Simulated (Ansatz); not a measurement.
Ansatz (an electronic-structure program) input (B3LYP/STO-3G):

Ansatz 0.2 input:
```yaml
crystal:
  periodic: [false, false, false]
  atoms:
    - {symbol: Se, position_ang: [0.02874800, -0.02298300, 0.37505100]}
    - {symbol: F, position_ang: [0.60122300, 1.12803800, -0.69221000]}
    - {symbol: F, position_ang: [-0.70982800, -1.04121100, -0.72464900]}
basis:
  gaussian:
    orbitals: STO-3G
hamiltonian:
  xc: {name: B3LYP}
total_charge: 1
magnetization: {spin_polarized: true, initial_magnetization: 1}
output: {forces: true}
```

Output:

```
Functional definition: B3LYP
integrals: 0.01 GiB planned
324 factors; integrals over basis functions are off by at most 1.8e-5 eV
mean field: 0.12 GiB planned
mean field evaluation 1: about -69963.1634 eV, gradient 2.3e1 eV
mean field evaluation 2: about -69956.3334 eV, gradient 3.7e1 eV
mean field evaluation 4: about -69968.1342 eV, gradient 1.6e-1 eV
mean field evaluation 8: about -69968.1437 eV, gradient 4.3e-3 eV
mean field -69968.14371931 eV, -2571.2818555734 hartree, gradient 9.9e-6 eV, S^2 0.750248; 0 other end points of the search recorded, 0 dependent functions left out
the calculation of the forces begins
reference -69968.14381888 eV, -2571.2818592326 hartree; 26, 25 occupied and 2, 3 virtual orbitals, 324 factors
Total energy: -69968.14381888 eV, -2571.2818592326 hartree
Atom 0 at     0.028748    -0.022983     0.375051 Å, force     0.399546    -0.319425     5.212489 eV/Å
Atom 1 at     0.601223     1.128038    -0.692210 Å, force     1.144076     2.383228    -2.572994 eV/Å
Atom 2 at    -0.709828    -1.041211    -0.724649 Å, force    -1.543621    -2.063803    -2.639495 eV/Å
Dipole moment:     0.003644    -0.002914     0.047545 e Å
```

The dipole moment of an ion depends on the origin.

The geometry given is a B3LYP-D3(BJ)/def2-TZVP minimum.
